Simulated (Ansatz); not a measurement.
Reaction (formal exchange of groups at the Se–C bond): `C[Se]C(F)(F)F` + `OBO` → `OB(O)[Se]C(F)(F)F` + CH₄

Gas-phase electronic energies from Ansatz, PBE0-D4/def2-TZVP geometries. CCSD(T)/CBS adds triple-zeta CCSD(T) − MP2 to the extrapolated MP2 energy (def2 sets, frozen cores). This one scheme is used for every species. Functionals use def2-TZVPP. B3LYP here is the variant with VWN-RPA as its local correlation; programs differ in this. For Se outer-core shells are correlated without core-valence functions, which leaves a few kJ/mol of doubt a bond. Scalar relativity is left out up to krypton. Each species was taken in one conformer, which may not be the lowest.

`C[Se]C(F)(F)F`:

Cartesian coordinates in Å:
```
C 0.600 0.063 1.342
Se -0.260 1.310 0.128
C -0.587 0.000 -1.282
F 0.540 -0.545 -1.748
F -1.201 0.608 -2.295
F -1.362 -1.009 -0.875
H 0.859 0.642 2.227
H 1.504 -0.338 0.889
H -0.092 -0.731 1.614
```

`OBO`:

```xyz
6

O     0.212    0.886   -0.604
B     0.081   -0.098    0.330
O    -0.614   -1.218    0.021
H     0.719    1.637   -0.293
H     0.562   -0.010    1.424
H    -0.960   -1.196   -0.877
```

`OB(O)[Se]C(F)(F)F`:

Z-matrix (Å, degrees):
```
C
F 1 1.349
Se 1 1.955 2 112.8
F 1 1.327 2 107.5 3 -120.5
F 1 1.334 2 106.2 3 124.1
B 3 1.986 1 98.3 2 51.1
O 6 1.352 3 112.7 1 170.4
O 6 1.351 3 126.1 1 -10.4
H 7 0.962 6 112.5 3 176.7
H 8 0.960 6 116.1 3 -5.3
```

CH₄:

Cartesian coordinates in Å:
```
C 0.000 0.000 0.000
H -0.531 -0.890 0.336
H 0.103 0.697 0.831
H -0.560 0.475 -0.805
H 0.988 -0.282 -0.362
```

| level | ΔE (kJ/mol) | difference from CCSD(T)/CBS |
| --- | --- | --- |
| PBE-D4 | -98.4 | -3.3 |
| r2SCAN-D4 | -102.7 | -7.6 |
| PBE0-D4 | -98.9 | -3.8 |
| B3LYP-D4 | -96.3 | -1.2 |
| ωB97X-V | -94.3 | 0.8 |
| ωB97M-V | -96.2 | -1.1 |
| B2PLYP | -93.4 | 1.7 |
| PBE | -95.0 | 0.1 |
| r2SCAN | -101.7 | -6.6 |
| PBE0 | -95.8 | -0.7 |
| B3LYP | -90.8 | 4.3 |
| HF/def2-TZVPP | -87.0 | 8.1 |
| MP2/def2-TZVPP | -97.7 | -2.6 |
| SCS-MP2/def2-TZVPP | -92.1 | 3.0 |
| CCSD/def2-TZVPP | -93.5 | 1.6 |
| CCSD(T)/def2-TZVPP | -95.3 | -0.2 |
| HF/def2-QZVPP | -85.7 | 9.4 |
| MP2/def2-QZVPP | -97.2 | -2.1 |
| SCS-MP2/def2-QZVPP | -91.5 | 3.6 |
| HF/CBS(def2) | -85.5 | 9.6 |
| MP2/CBS(def2) | -97.5 | -2.4 |
| CCSD/CBS(def2) | -93.2 | 1.9 |
| CCSD(T)/CBS | -95.1 | 0 |

Largest T1 diagnostic among the species: 0.013.

In def2-TZVPP, CCSD(T) changes the Hartree–Fock value by −8.3 kJ/mol (the triples alone add −1.9 kJ/mol) and MP2 by −10.8 kJ/mol. The D4 term adds −5.5 kJ/mol with B3LYP and −3.1 kJ/mol with PBE0; it sums over pairs of atoms, weighted by their polarisabilities, and B3LYP, whose exchange is more repulsive, gets the larger term.
